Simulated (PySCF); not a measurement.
Computed shifts of a molecule C3H6BFO2, HF/pcSseg-1 run with PySCF, GIAO, gas phase, equivalent atoms averaged, in ppm (number of nuclei): ¹³C: 163.5 (1), 102.4 (1), 24.7 (1). ¹⁹F: -99.3 (1). ¹H: 4.97 (2), 3.86 (1), 2.24 (3). References: ¹³C against TMS (σ = 192.6 ppm); ¹⁷O against H2O (σ = 333.0 ppm); ¹¹B against BF3 (σ = 102.7 ppm); ¹⁹F against CFCl3 (σ = 238.5 ppm); ¹H against TMS (σ = 31.99 ppm), references at their B3LYP-D3(BJ)/def2-TZVP geometries, non-relativistic. Geometry optimised at ωB97X-D3(BJ)/def2-SVP. Other conformers were not sampled.

Problem. Identify the compound among the candidates.
(A) CO[C@@H]1COB1F
(B) C[C@@H]1COB(F)O1
(C) O[C@@H]1CCOB1F
(D) C=C(C)OB(O)F

Solution. D, C=C(C)OB(O)F
